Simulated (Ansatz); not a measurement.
The first iterations of a band of ClH + H4Sn (7 atoms, charge 0, multiplicity 1).

The calculation used RKS PBE/def2-SVP in Ansatz 0.2.0.

| Quantity | Value |
| --- | --- |
| movable images | 5 |
| climbing image | yes |
| spring | 5.0 eV/Å² |
| optimiser | quadratic models (default) |
| start path | through a guess of the saddle point |
| force threshold | 0.2 eV/Å |
| iteration limit | 60 |
| end points | relaxed |

Image 0:

```xyz
7
Properties=species:S:1:pos:R:3
Sn 0.271 0.000 -0.158
H 0.074 0.000 1.567
H 1.962 0.000 -0.497
H -0.467 1.416 -0.799
H -0.467 -1.416 -0.799
Cl -3.131 0.000 1.879
H -1.848 0.000 2.105
```

Image 6:

```xyz
7
Properties=species:S:1:pos:R:3
Sn -0.373 0.000 -0.840
H -0.246 0.000 3.747
H 1.031 0.000 0.163
H -0.514 1.434 -1.786
H -0.514 -1.434 -1.786
Cl -2.243 0.000 0.638
H -0.747 0.000 3.161
```

| iteration | highest image above the first end (eV) | largest band force component (eV/Å) |
| --- | --- | --- |
| 1 | 2.152 | 4.198 |
| 2 | 1.438 | 1.427 |
| 3 | 0.960 | 2.778 |

Q: Does the band converge within its limit, and where does its top end?

A: It converged. It ended after 10 iterations with the highest image 1.061 eV above the first end. The threshold of 0.2 eV/Å is loose, so the images may lie well off the minimum-energy path. Another band between the same ends (5 images) ends at a top of the same energy, where a vibrational analysis finds 2 clearly imaginary modes. The orbitals stay closed-shell, which can raise the energy where a bond breaks towards radicals; this wasn't checked here.

Run time: 82 s on 1 thread of Arm Neoverse V2, with other jobs on the host, peak memory 0.12 GiB.
